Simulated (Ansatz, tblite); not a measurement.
Removing and adding an electron: the cluster Te4. The state is a singlet with charge 0. Geometry: PBE-D4/def2-SVP. Ansatz, gas phase; energy differences of separate SCF runs; the oxidised species was run as a doublet alone; the reduced species was run as a doublet alone.

```xyz
4

Te   -1.264   -1.349    0.570
Te    1.531   -1.019    0.602
Te    1.012    0.928   -1.363
Te   -1.278    1.440    0.191
```

In the def2 sets Te takes a core potential; there is no spin–orbit coupling. The xTB rows come from tblite. Correlated methods freeze 16 core orbitals; core or outer-core shells of Te are correlated, in sets that lack core-valence functions. The rows differ in basis, and correlated rows in double-zeta sets carry the largest basis error. In CCSD on the charge 1 doublet the largest single amplitude is 0.58, so its Hartree–Fock determinant may place the open shell otherwise than the density functionals do. HOMO above LUMO, or a gap near zero within one spin, warns that the state may not be the lowest or that an electron is smeared out. The structure comes from a short search, and lower isomers may exist.

| level | −HOMO (eV) | vertical IE (eV) | −LUMO (eV) | vertical EA (eV) | HOMO–LUMO gap (eV) | IE − EA (eV) | remarks |
| --- | --- | --- | --- | --- | --- | --- | --- |
| GFN1-xTB | 9.21 | 12.23 | 7.49 | 4.66 | 1.72 | 7.57 | – |
| GFN2-xTB | 9.04 | 12.77 | 6.85 | 3.12 | 2.19 | 9.65 | – |
| PBE-D4/def2-TZVP | 4.75 | 7.03 | 3.86 | – | 0.89 | – | – |
| PBE-D4/def2-TZVPD | 4.78 | – | 3.89 | 1.83 | 0.90 | – | HOMO above zero (-1 doublet), gap within one spin near zero (-1 doublet) |
| r2SCAN-D4/def2-TZVP | 4.96 | 7.16 | 3.83 | – | 1.13 | – | – |
| r2SCAN-D4/def2-TZVPD | 4.98 | – | 3.85 | 1.88 | 1.13 | – | HOMO above zero (-1 doublet) |
| PBE0-D4/def2-TZVP | 5.70 | 7.32 | 3.20 | – | 2.51 | – | – |
| PBE0-D4/def2-TZVPD | 5.73 | – | 3.22 | 1.81 | 2.50 | – | – |
| CCSD/def2-SVP | – | 7.26 | – | – | – | – | large T1 (0.056) (+1 doublet) |
| CCSD(T)/def2-SVP | – | 7.14 | – | – | – | – | large T1 (0.056) (+1 doublet) |

Run but left out: HF/def2-SVP, MP2/def2-SVP (charge +1 doublet: a determinant that CCSD turns far, T1 0.056).   A HOMO above zero means that the electron is unbound at that level or that self-interaction error raises the level; the energy of removing that electron tells which. Raw xTB energy differences between charge states are shifted by several eV; the methods need an empirical correction for them.
